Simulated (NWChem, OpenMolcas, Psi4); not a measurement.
## How basis sets differ on InCNClF (SMILES N#[C][In]([F])[Cl])

InCNClF: 5 atoms, total charge 0, spin state singlet. As SMILES, `N#[C][In]([F])[Cl]`. The coordinates come from a PBE0-D4/def2-TZVP relaxation.

Each level gives the HOMO–LUMO gap (eV). The values are calculated.

```csv
level,kind,program,value (eV),CPU time
HF/ANO-RCC-MB (DKH2),Hartree–Fock,OpenMolcas,12.94,13 s
HF/STO-3G,Hartree–Fock,OpenMolcas,14.28,2.7 s
HF/3-21G,Hartree–Fock,OpenMolcas,13.39,4.1 s
HF/def2-SVP (core potential),Hartree–Fock,NWChem,13.44,25 s
"HF/def2-SVP (density fitting, core potential)",Hartree–Fock,Psi4,13.44,5 s
```

All-electron rows without a relativistic Hamiltonian named are non-relativistic, while core potentials hold scalar relativity, so basis and relativity change together. The values span 12.94 to 14.28 eV. A Hartree–Fock LUMO above zero doesn't converge with the basis: it sinks as sets grow more diffuse. Orbital gaps aren't excitation energies. CPU times are rough (shared hosts, several kinds of processor and program).
